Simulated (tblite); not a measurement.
BiI2 (SMILES [I][Bi+][I]), charge +1, singlet, at a GFN2-xTB geometry (such geometries of metal compounds can be far from the true shape); GFN1-xTB (tblite).

The tblite input:
```
$ tblite run mol.xyz --method gfn1 --charge 1 --spin 0 --etemp 2000 --json tblite.json --no-restart

# file mol.xyz
3

Bi     0.86767310     0.43113642     0.27718616
I     -1.00884033     1.16616633    -1.52475723
I     -0.34996849    -1.84134224     1.09067324
```

The log (banner, timings and long lists left out):

```
xTB calculator
 | screened Coulomb repulsion
 | Coulomb electrostatics
 |  * isotropic Klopman-Ohno-Mataga-Nishimoto electrostatics
 |  * onsite third-order electrostatics
 | DFT-D3(BJ) dispersion correction

halogen bonding energy    0.0000000000000E+00 Eh
repulsion energy          1.7233539941118E-02 Eh
dispersion energy        -1.5661925953164E-03 Eh
number of electrons       1.8000000000000E+01 e
integral cutoff           2.3808421393427E+01 bohr

------------------------------------------------------------
  cycle        total energy    energy error   density error
------------------------------------------------------------
      1     -9.158508209874  -9.1741756E+00   8.6976520E-01
      2     -9.016582360703   1.4192585E-01   1.0078007E+00
      3     -9.586696290593  -5.7011393E-01   4.4844831E-01
      4     -9.674348449930  -8.7652159E-02   2.8652456E-01
      5     -9.747037382697  -7.2688933E-02   5.2720912E-02
      6     -9.749496652105  -2.4592694E-03   1.2066898E-02
      7     -9.749606429720  -1.0977761E-04   4.1967355E-03
      8     -9.749621762442  -1.5332722E-05   1.0917340E-04
      9     -9.749621773092  -1.0650187E-08   3.8551446E-06
------------------------------------------------------------

electronic energy        -9.7652891204383E+00 Eh
total energy             -9.7496217730925E+00 Eh

Post processing:
 | Mayer-Wiberg bond orders

[Info] JSON dump of results written to 'tblite.json'
```
